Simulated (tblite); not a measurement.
Compound: C₃H₈FSi (doublet state).
Z-matrix (Å and degrees, GFN2-xTB geometry), rows numbered from 1:
```
C 
C   1  1.4789
C   2  1.4671  1  122.37
Si  3  1.9261  2  108.65  1    86.03
F   4  1.6120  3  106.14  2   -56.31
H   1  1.0930  2  110.81  3   135.71
H   1  1.0880  2  110.99  3    14.64
H   1  1.0961  2  111.61  3  -105.70
H   2  1.0770  1  118.13  3   170.27
H   3  1.0913  2  110.83  1   -33.16
H   3  1.0898  2  111.31  1  -153.81
H   4  1.4539  3  111.43  2    57.61
H   4  1.4563  3  114.09  2  -170.43
```

Computed geometry: GFN2-xTB, gas phase. This method treats the open shell by occupation alone, without spin polarisation.

Take the most abundant isotopes and a rigid rotor. The values belong to one conformer with, in the numbering `[CH3:1][CH:2][CH2:3][SiH2:4][F:5]`, C1–C2–C3–Si4 86°, C2–C3–Si4–F5 -56°.

Question: Give the principal moments of inertia and the rotational constants in MHz.

Answer: Ia = 82.07, Ib = 193.51, Ic = 249.91 u·Å²; 505379 MHz·u·Å²/I gives A = 6158, B = 2612, C = 2022 MHz.

Question: Classify the top.

Answer: An asymmetric top; Ray's κ = -0.715.

Question: What does the inertial defect say?

Answer: Not planar: Δ = Ic − Ia − Ib = -25.67 u·Å². For a rigid frame Δ = −2 Σ m c², so Σ m c² = 12.84 u·Å² lies off the ab plane: 8.57 from hydrogen and 4.27 from heavier atoms. The atom farthest from that plane is 1.55 Å away.

Question: Give the other two planar moments, Paa and Pbb, and the rms extents of the mass along the axes.

Answer: Paa = Σ m a² = (Ib + Ic − Ia)/2 = 180.68 and Pbb = Σ m b² = (Ia + Ic − Ib)/2 = 69.23 u·Å². With the mass M = 91.04 u, the rms extents √(P/M) along a, b and c are 1.41, 0.87, 0.38 Å.

Question: Give the coordinates in the principal-axis frame, origin at the centre of mass.

Answer: The sense of each axis is arbitrary; atoms in the order of the calculation.
```csv
atom,mass (u),a (Å),b (Å),c (Å)
C1,12.000,2.148,0.788,0.063
C2,12.000,1.527,-0.489,-0.351
C3,12.000,0.460,-1.131,0.424
Si4,27.977,-1.232,-0.389,-0.123
F5,18.998,-1.113,1.204,0.091
H6,1.008,3.235,0.743,-0.041
H7,1.008,1.902,1.023,1.097
H8,1.008,1.809,1.623,-0.561
H9,1.008,1.761,-0.873,-1.330
H10,1.008,0.591,-0.946,1.492
H11,1.008,0.446,-2.209,0.262
H12,1.008,-1.452,-0.564,-1.550
H13,1.008,-2.353,-0.780,0.720
```

Question: Where do the levels up to J = 3 lie, in MHz?

Answer: Above 0(0,0):
J = 1: 1(0,1) 4634, 1(1,1) 8180, 1(1,0) 8770
J = 2: 2(0,2) 13834, 2(1,2) 16859, 2(1,1) 18627, 2(2,1) 29266, 2(2,0) 29334
J = 3: 3(0,3) 27471, 3(1,3) 29836, 3(1,2) 33367, 3(2,2) 43168, 3(2,1) 43500, 3(3,1) 62414, 3(3,0) 62419
The levels of one J sum to (2J + 1)J(J + 1)(A + B + C)/3.

For this open shell read J as N, the rotation without spin; fine and hyperfine splittings come on top. Its GFN2-xTB frequencies are all real (lowest 35 cm⁻¹). Constants of a rigid frame at the computed geometry: no zero-point averaging, no centrifugal distortion.
